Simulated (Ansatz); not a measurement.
Computed with Ansatz on PBE0-D4/def2-TZVP structures; ΔE is electronic, products minus reactants. CCSD(T)/CBS is the MP2 limit (def2-TZVPP, def2-QZVPP) plus CCSD(T) − MP2 in def2-TZVPP, frozen cores. This one scheme is used for every species. DFT in def2-TZVPP. HSE06 is defined as in plane-wave codes. One conformer a species, not always the lowest.

Reaction (substitution at a C–S bond): `OCS[SiH3]` + CH₃SH → `CSCO` + `[SiH3]S`

`OCS[SiH3]`:

```xyz
10

O     0.803    0.229   -1.921
C     0.227    1.036   -0.949
S     0.910    0.805    0.742
Si   -0.330   -0.803    1.373
H     0.633   -0.693   -1.706
H     0.460    2.068   -1.212
H    -0.862    0.926   -0.897
H     0.166   -1.244    2.698
H    -0.252   -1.937    0.408
H    -1.754   -0.386    1.462
```

CH₃SH:

Cartesian coordinates in Å:
```
C -0.259 -0.418 -0.004
S 1.091 0.669 0.506
H -1.229 -0.011 0.278
H -0.109 -1.358 0.526
H -0.229 -0.615 -1.075
H 0.735 1.732 -0.231
```

`CSCO`:

Cartesian coordinates in Å:
```
C -0.944 -0.427 -1.140
S -0.609 1.068 -0.196
C 0.908 0.562 0.634
O 0.751 -0.491 1.544
H -1.925 -0.306 -1.600
H -0.200 -0.568 -1.925
H -0.962 -1.295 -0.483
H 1.286 1.475 1.109
H 1.638 0.226 -0.104
H 0.055 -0.244 2.161
```

`[SiH3]S`:

Z-matrix (Å, degrees):
```
Si
S 1 2.137
H 1 1.485 2 111.6
H 1 1.485 2 111.6 3 -122.0
H 1 1.482 2 104.8 3 119.0
H 2 1.344 1 94.7 3 60.9
```

```csv
level,ΔE (kJ/mol)
ωB97X-V,-18.9
HSE06,-18.2
```

(1) What does CCSD(T)/CBS give? (An estimate is asked.)

(2) What do rigid-rotor, harmonic-oscillator terms from PBE0-D4/def2-TZVP frequencies (298.15 K, 1 bar) make of the CCSD(T)/CBS value? (An estimate is asked.)

Largest T1 diagnostic among the species: 0.012.

## Answers

(1) Computed: -18.2 kJ/mol. The listed levels differ from it by -0.7, 0.0 kJ/mol.

(2) Ansatz gave: ΔZPE = -0.1 kJ/mol, ΔH = -19.0 kJ/mol, ΔS = -7 J/(mol·K), ΔG = -16.8 kJ/mol.

Leaving LDA and LC-ωPBE aside and taking each functional with its dispersion term where it has one, the values, not all of them listed here, spread over 3.5 kJ/mol, from PBE-QIDH to revPBE-D4.
